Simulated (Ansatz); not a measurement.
A structure relaxed at r2SCAN-D4/def2-SVP in Ansatz, charge 0, singlet:

```xyz
9

K    -2.419    0.629   -1.528
K     1.689    1.816   -2.358
K     1.544   -1.540    2.939
K     0.928   -2.771   -1.001
K    -0.096    2.504    1.007
K    -2.208   -3.006    1.715
S     1.764   -0.045    0.275
S    -0.365   -0.622    0.728
S    -0.837    3.035   -1.777
```

Problem. Give its formula.

Solution. K₆S₃.

Problem. Summarise the bond lengths by kind (pairs closer than 1.2 times the sum of covalent radii, bridged metal pairs left out).

Solution. 12 × K–S 2.86 to 3.30 Å; 1 × S–S 2.25 Å.

The restricted singlet is unstable towards broken spin symmetry at other levels; at r2SCAN-D4/def2-SVP this wasn't settled. Another isomer (singlet) lies 0.70 eV lower at PBE0-D4/def2-TZVP; other spin states weren't run for this one.
